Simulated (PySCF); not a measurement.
# Working out the excitation energy of S⁺

S⁺ [Ne] 3s2 3p3 (4S) → S⁺ [Ne] 3s2 3p2 3d1 (high-spin determinant). All numbers are calculated (PySCF 2.14, the spin-free X2C one-electron Hamiltonian (Gaussian nucleus), in aug-cc-pVDZ-DK (5s4p2d, 27 functions)). Frozen: [Ne]. Energies in hartree (1 hartree = 27.21139 eV):

```json
{"part": "UHF", "S⁺ (lower)": "-398.240256", "S⁺ (upper)": "-397.663719"}
{"part": "CCSD correlation", "S⁺ (lower)": "-0.088293", "S⁺ (upper)": "-0.093548"}
{"part": "(T)", "S⁺ (lower)": "-0.001174", "S⁺ (upper)": "-0.010175"}
```

Task: What does Hartree-Fock give?

Result: (-397.663719) − (-398.240256) = 0.576537 hartree = 15.688 eV.

Task: What do CCSD and CCSD(T) give?

Result: The CCSD correlation energies differ by -0.005255 hartree = -0.143 eV and the triples by -0.009001 hartree = -0.245 eV, so CCSD gives 15.545 eV and CCSD(T) 15.300 eV.

One determinant mixes LS terms, so it does not stand for a single term.

A double-zeta basis recovers only part of the correlation energy.

The coupled-cluster amplitudes are large, so a single reference is strained.
